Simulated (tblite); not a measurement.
C5H9BrOSi.
Numbering: `[CH3:1][O:2][C:3]1=[CH:4][SiH2:5][C@@H:6]([Br:7])[CH2:8]1` (hydrogens: H9, H10, H11 on C1; H12 on C4; H13, H14 on Si5; H15 on C6; H16, H17 on C8)

Computed with GFN2-xTB (tblite), gas phase: L-BFGS steps from a force-field or distance-geometry start until the largest atomic force falls under 0.01 eV/Å.

Step 22: E = -684.3541 eV
```
atom  x, y, z in Å  |  force x, y, z in eV/Å
C1      2.7153   -0.5788    0.4426    0.000  -0.001  -0.004
O2      1.7662    0.4558    0.5564   -0.002  -0.008  -0.003
C3      0.5038    0.1832    0.1672   -0.020  -0.003   0.007
C4      0.0091   -0.9592   -0.3302   -0.006   0.004  -0.019
Si5    -1.8036   -0.8161   -0.7150   -0.014   0.009  -0.005
C6     -1.8637    0.8945    0.1604   -0.024   0.022   0.044
Br7    -2.6834    0.6500    1.9395    0.024   0.001  -0.024
C8     -0.4228    1.3630    0.3101   -0.031  -0.010  -0.002
H9      3.6600   -0.1675    0.7926   -0.008   0.008   0.012
H10     2.8176   -0.9016   -0.5978    0.021  -0.012  -0.009
H11     2.4331   -1.4367    1.0601    0.023  -0.004   0.006
H12     0.6127   -1.8364   -0.4828    0.006  -0.001   0.011
H13    -2.1520   -0.6525   -2.1323    0.014  -0.004   0.013
H14    -2.6892   -1.7834   -0.0709    0.013   0.005  -0.013
H15    -2.4863    1.6498   -0.3123    0.004   0.012   0.007
H16    -0.2341    1.8642    1.2633    0.003   0.000  -0.030
H17    -0.1895    2.0836   -0.4811   -0.001  -0.018   0.008
```

Step 23: E = -684.3544 eV
```
atom  x, y, z in Å  |  force x, y, z in eV/Å
C1      2.7168   -0.5786    0.4438   -0.002   0.002  -0.008
O2      1.7651    0.4539    0.5566   -0.009  -0.010   0.003
C3      0.5027    0.1813    0.1670   -0.020   0.000   0.008
C4      0.0071   -0.9607   -0.3310    0.001   0.010  -0.014
Si5    -1.8058   -0.8151   -0.7158    0.005  -0.001  -0.007
C6     -1.8642    0.8943    0.1596   -0.017   0.040   0.071
Br7    -2.6807    0.6486    1.9408    0.021   0.000  -0.030
C8     -0.4232    1.3622    0.3095   -0.020  -0.008  -0.005
H9      3.6595   -0.1632    0.7944   -0.007   0.002   0.012
H10     2.8211   -0.9005   -0.5966    0.021  -0.014  -0.010
H11     2.4379   -1.4381    1.0609    0.017   0.006   0.003
H12     0.6108   -1.8380   -0.4836    0.001   0.003   0.012
H13    -2.1531   -0.6518   -2.1329    0.011  -0.002   0.003
H14    -2.6915   -1.7812   -0.0716    0.004  -0.004  -0.008
H15    -2.4865    1.6511   -0.3106   -0.001   0.012   0.004
H16    -0.2335    1.8656    1.2618   -0.003  -0.014  -0.038
H17    -0.1895    2.0821   -0.4823   -0.001  -0.021   0.005
```

Step 24: E = -684.3548 eV
```
atom  x, y, z in Å  |  force x, y, z in eV/Å
C1      2.7186   -0.5783    0.4451   -0.002   0.004  -0.011
O2      1.7635    0.4513    0.5569   -0.015  -0.011   0.009
C3      0.5009    0.1789    0.1669   -0.014   0.001   0.006
C4      0.0045   -0.9623   -0.3323    0.008   0.014  -0.008
Si5    -1.8084   -0.8137   -0.7170    0.022  -0.006  -0.004
C6     -1.8652    0.8945    0.1598   -0.007   0.044   0.073
Br7    -2.6768    0.6469    1.9419    0.012  -0.002  -0.022
C8     -0.4239    1.3610    0.3086   -0.001  -0.004  -0.008
H9      3.6588   -0.1577    0.7968   -0.007  -0.005   0.009
H10     2.8259   -0.8995   -0.5953    0.017  -0.014  -0.007
H11     2.4443   -1.4397    1.0620    0.009   0.017  -0.001
H12     0.6084   -1.8400   -0.4843   -0.005   0.008   0.011
H13    -2.1543   -0.6508   -2.1336    0.007   0.001  -0.010
H14    -2.6944   -1.7785   -0.0727   -0.006  -0.014  -0.002
H15    -2.4868    1.6530   -0.3084   -0.009   0.013   0.003
H16    -0.2327    1.8672    1.2592   -0.006  -0.024  -0.034
H17    -0.1894    2.0798   -0.4839   -0.002  -0.022  -0.004
```

Step 25: E = -684.3551 eV
```
atom  x, y, z in Å  |  force x, y, z in eV/Å
C1      2.7201   -0.5780    0.4460   -0.003   0.005  -0.012
O2      1.7618    0.4488    0.5574   -0.015  -0.008   0.013
C3      0.4992    0.1768    0.1669   -0.003   0.001   0.003
C4      0.0024   -0.9635   -0.3335    0.010   0.012  -0.003
Si5    -1.8103   -0.8125   -0.7179    0.024  -0.002   0.003
C6     -1.8663    0.8954    0.1611    0.001   0.029   0.042
Br7    -2.6733    0.6454    1.9426   -0.001  -0.003  -0.002
C8     -0.4246    1.3599    0.3077    0.013  -0.001  -0.008
H9      3.6580   -0.1530    0.7992   -0.006  -0.009   0.005
H10     2.8304   -0.8989   -0.5943    0.012  -0.011  -0.003
H11     2.4501   -1.4409    1.0629    0.000   0.022  -0.004
H12     0.6063   -1.8415   -0.4846   -0.008   0.010   0.010
H13    -2.1552   -0.6500   -2.1344    0.004   0.005  -0.016
H14    -2.6969   -1.7764   -0.0737   -0.010  -0.017   0.000
H15    -2.4872    1.6549   -0.3063   -0.013   0.012   0.005
H16    -0.2321    1.8682    1.2565   -0.003  -0.024  -0.017
H17    -0.1894    2.0774   -0.4855   -0.002  -0.019  -0.017
```

Q: Estimate the geometry and energy of step 26. (The exact step hangs on the optimiser's Hessian estimate; all steps are aligned on step 25, rigid shifts and turns removed.)

A: E = -684.3552 eV, largest force 0.029 eV/Å
```
atom  x, y, z in Å  |  force x, y, z in eV/Å
C1      2.7207   -0.5777    0.4462   -0.002   0.004  -0.008
O2      1.7608    0.4474    0.5578   -0.008  -0.002   0.014
C3      0.4983    0.1759    0.1670    0.004   0.001   0.001
C4      0.0016   -0.9639   -0.3343    0.006   0.007  -0.001
Si5    -1.8109   -0.8119   -0.7183    0.011   0.004   0.006
C6     -1.8669    0.8963    0.1625    0.003   0.008   0.005
Br7    -2.6716    0.6446    1.9429   -0.009  -0.003   0.015
C8     -0.4249    1.3593    0.3071    0.013   0.001  -0.007
H9      3.6574   -0.1510    0.8004   -0.004  -0.008   0.002
H10     2.8329   -0.8989   -0.5939    0.008  -0.006  -0.001
H11     2.4529   -1.4411    1.0633   -0.006   0.018  -0.003
H12     0.6052   -1.8420   -0.4846   -0.005   0.006   0.008
H13    -2.1554   -0.6495   -2.1350    0.005   0.006  -0.012
H14    -2.6982   -1.7757   -0.0743   -0.006  -0.013  -0.003
H15    -2.4876    1.6561   -0.3052   -0.011   0.009   0.010
H16    -0.2318    1.8683    1.2548    0.003  -0.015  -0.001
H17    -0.1894    2.0758   -0.4865   -0.002  -0.015  -0.025
```

The energy changes by -0.0001 eV. The first-order estimate −F·Δx gives -0.0002 eV and the mean of the old and new forces, exact on a quadratic surface, -0.0001 eV. The step makes an angle of 70° with the force vector and moves no atom by more than 0.003 Å.

What follows is the cost of the whole relaxation. The run took 1.0 s wall on Arm Neoverse N1, one thread, shared host with 64 logical CPUs at a one-minute load of 60.
